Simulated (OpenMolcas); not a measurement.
Ni⁵⁺: from CASSCF to CASPT2

```json
{
 "Program": "OpenMolcas 26.06",
 "Basis": "ANO-RCC-VTZP [6s5p3d2f1g]",
 "Scalar Hamiltonian": "DKH2, point nucleus",
 "Active space": "5 electrons in 5 orbitals (3d)",
 "State averaging": "2S+1 = 6 even, 1 root; 2S+1 = 4 even, 24 roots; 2S+1 = 2 even, 75 roots",
 "Spin-orbit coupling": "RASSI with atomic mean-field integrals over the reference wave functions, term energies averaged over their components"
}
```

Methods on the same reference wave functions:
A. CASSCF
B. SS-CASPT2, IPEA 0.25 Eh, imaginary shift 0.1 Eh (closed shells correlated: 3s 3p)
C. MS-CASPT2, IPEA 0.25 Eh, imaginary shift 0.1 Eh (closed shells correlated: 3s 3p)
D. XMS-CASPT2, IPEA 0.25 Eh, imaginary shift 0.1 Eh (closed shells correlated: 3s 3p)

Energies in cm-1 above 3d5 6S 5/2, the measured ground level; measured values from Corliss and Sugar, J. Phys. Chem. Ref. Data 10, 197 (1981).

```json
{"Level": "3d5 6S 5/2", "A": "0.0", "B": "0.0", "C": "0.0", "D": "0.0", "Measured": "0.0"}
{"Level": "3d5 4G 5/2", "A": "46851", "B": "43260", "C": "43260", "D": "43240", "Measured": ""}
{"Level": "3d5 4G 7/2", "A": "46920", "B": "43340", "C": "43340", "D": "43320", "Measured": ""}
{"Level": "3d5 4G 11/2", "A": "46938", "B": "43360", "C": "43360", "D": "43350", "Measured": "41921"}
{"Level": "3d5 4G 9/2", "A": "46961", "B": "43380", "C": "43380", "D": "43370", "Measured": ""}
{"Level": "3d5 4P 5/2", "A": "53779", "B": "47610", "C": "47610", "D": "47310", "Measured": "45884"}
{"Level": "3d5 4P 3/2", "A": "53969", "B": "47810", "C": "47810", "D": "47500", "Measured": "46104"}
{"Level": "3d5 4P 1/2", "A": "54201", "B": "48050", "C": "48050", "D": "47720", "Measured": "46325"}
{"Level": "3d5 4D 7/2", "A": "58213", "B": "51820", "C": "51820", "D": "51890", "Measured": "50331"}
{"Level": "3d5 4D 1/2", "A": "58436", "B": "52050", "C": "52050", "D": "52110", "Measured": ""}
{"Level": "3d5 4D 3/2", "A": "58615", "B": "52240", "C": "52240", "D": "52280", "Measured": ""}
{"Level": "3d5 4D 5/2", "A": "58653", "B": "52280", "C": "52280", "D": "52310", "Measured": ""}
{"Level": "3d5 2I 11/2", "A": "66809", "B": "63290", "C": "63290", "D": "63380", "Measured": "61196"}
{"Level": "3d5 2I 13/2", "A": "66974", "B": "63490", "C": "63490", "D": "63580", "Measured": "61280"}
{"Level": "3d5 2D 5/2(1) [63 %]", "A": "74583", "B": "66600", "C": "66600", "D": "66520", "Measured": "64152"}
{"Level": "3d5 2D 3/2(1)", "A": "75758", "B": "67610", "C": "67610", "D": "67500", "Measured": "65174"}
{"Level": "3d5 2F 7/2(1)", "A": "77472", "B": "69880", "C": "69880", "D": "69650", "Measured": "67085"}
{"Level": "3d5 4F 9/2", "A": "78392", "B": "70800", "C": "70800", "D": "70720", "Measured": ""}
{"Level": "3d5 4F 5/2 [71 %]", "A": "78452", "B": "70830", "C": "70830", "D": "70690", "Measured": ""}
{"Level": "3d5 4F 7/2", "A": "78569", "B": "70970", "C": "70970", "D": "70930", "Measured": ""}
{"Level": "3d5 4F 3/2", "A": "79032", "B": "71370", "C": "71370", "D": "71270", "Measured": ""}
{"Level": "3d5 2H 9/2 [69 %]", "A": "81938", "B": "75570", "C": "75570", "D": "75590", "Measured": "72909"}
{"Level": "3d5 2H 11/2", "A": "82562", "B": "76560", "C": "76560", "D": "76520", "Measured": "73757"}
{"Level": "3d5 2G 7/2(1)", "A": "84784", "B": "77130", "C": "77130", "D": "77300", "Measured": "74628"}
```

Deviations, from unrounded energies. A percentage is the sum of absolute deviations over the sum of measured energies, with the sign that they share, or ± where signs differ.

| Against measurement | Levels | A | B | C | D |
| --- | --- | --- | --- | --- | --- |
| mean absolute deviation (cm-1) | 13 | 8200 | 2200 | 2200 | 2100 |
| other terms of the ground configuration (%) | 13 | +13.9 | +3.6 | +3.6 | +3.5 |

B, C, D lie about equally close to measurement and A furthest from it. The largest miss of D in the table is 3d5 2H 11/2, by +2800 cm-1. The ranking rests on the paired levels alone, and a cruder setting can come out closer through cancelling errors.

Among B to D the level of the table that moves most is 3d5 4P 1/2, by 330 cm-1 (lowest in D, highest in B). Moves below CASPT2's spread within the term are not significant.

The mean deviations of B to D differ by less than CASPT2's widest spread within a term (830 cm-1), so their order carries little weight.

From A to B the spin-free energies of the other terms of 3d5 shown, above 6S, scale by factors of 0.89 to 0.95, as is usual when dynamic correlation screens the repulsion within a d or f shell.

The lowest spin-free term lies below A's lowest term by 0.390 hartree in B, 0.390 hartree in C, 0.390 hartree in D.

Term energies are means over components that CASPT2 splits; among the terms shown or strongly mixed into the levels shown the widest spread is 830 cm-1 (3d5 4G, D). Without dynamic correlation excited terms often stand tens of per cent too high (terms of higher spin than the ground term too low), and those without a measured partner can miss by more than the paired ones (holds for A). Blocks of more than 70 roots (2S+1 = 2 even) ran without multistate coupling (holds for C). Measured partners are found by configuration, term and J. A level has none where our copy of the source lacks it or the pairing is in doubt (some pairs that miss far off the trend of their configuration count as doubtful), and it then counts in no deviation. Only configurations of the active space appear. Levels that lie high or do not pair safely by name in every column are left out.

A share in square brackets marks a mixed level and gives the weight of the term that names it, the lowest over the columns. A number in round brackets counts repeated terms of one configuration in the order of the reference energies.
